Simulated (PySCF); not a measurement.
Al(F)2(Et) (C2H5AlF2), SMILES C[CH2][Al]([F])[F]. Geometry optimised at B3LYP-D3(BJ)/def2-SVP. The structure was generated by enumeration; whether it is a known compound was not checked. One conformer was computed; it need not be the lowest.

Computed equilibrium geometry at B3LYP-D3(BJ)/def2-SVP (PySCF confirms it by a frequency run) as a Z-matrix, and its point group (one conformer of several):
point group Cs.
```
C
H 1 1.1059
H 1 1.1059 2 104.46
C 1 1.5368 2 110.83 3 119.40
H 4 1.1018 1 111.77 2 62.42
H 4 1.1018 5 106.80 1 -122.53
H 4 1.1027 5 107.29 6 -114.79
Al 1 1.9411 2 107.12 3 -113.43
F 8 1.6616 1 122.07 2 55.81
F 8 1.6619 9 116.00 1 180.00
```
